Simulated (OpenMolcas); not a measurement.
V2+: effect of the metal basis and ligand basis

V2+ with 6 ligands (chloride) in octahedral coordination (Oh) at 2.55 Å. A charge of +0.667 e stands 2.6 Å behind each ligand.

```json
{
  "Program": "OpenMolcas",
  "Method": "CASSCF",
  "Spin-orbit coupling": "state interaction with AMFI integrals over the reference wave functions"
}
```

Fixed: active space 3 electrons in 5 orbitals (3d), DKH2 Hamiltonian.

States (labels of O, the rotations of Oh). Energies in cm-1 above the lowest state or level, χT in cm3 K/mol; 10Dq and B are least-squares fits to the states below 45000 cm-1, weighted by degeneracy, with a free offset, and given where the rms deviation is under 5 % of |10Dq| (or 100 cm-1) and under 700 cm-1.

```tsv
Run	Metal basis	Ligand basis	Ground state	First state of that spin	10Dq	B (rms of fit)	First gap with spin-orbit (degeneracies)	χT at 300 K	First state of another spin	Cost
A	ANO-RCC-VDZP	ANO-RCC-VDZP	4A2	4T2 5714	5815	899 (79)	5648 (4, 2)	1.836	2E 15947	roughly 26 core-seconds
B	ANO-RCC-VTZP	ANO-RCC-VTZP	4A2	4T2 5576	5601	895 (93)	5511 (4, 2)	1.837	2E 15995	roughly 2.2 core-minutes
```

Against A, |10Dq| changes by -3.7 % in B.

Costs are those of the RASSCF and RASSI steps.

Without dynamic correlation the repulsion within the d shell is too large (B by tens of per cent), so at a given field states of lower spin stand too high. Ligand-to-metal charge-transfer states are missing. With no ligand orbital active B as a rule stays too high, so bands that hang on it stand too high and its fall with covalency is understated. With metal d orbitals alone and no dynamic correlation the field as a rule comes out too small, by tens of per cent, by up to half for chloride and softer ligands. No measured value stands beside these numbers; the geometry was imposed, not optimised, and the real ion may take another.
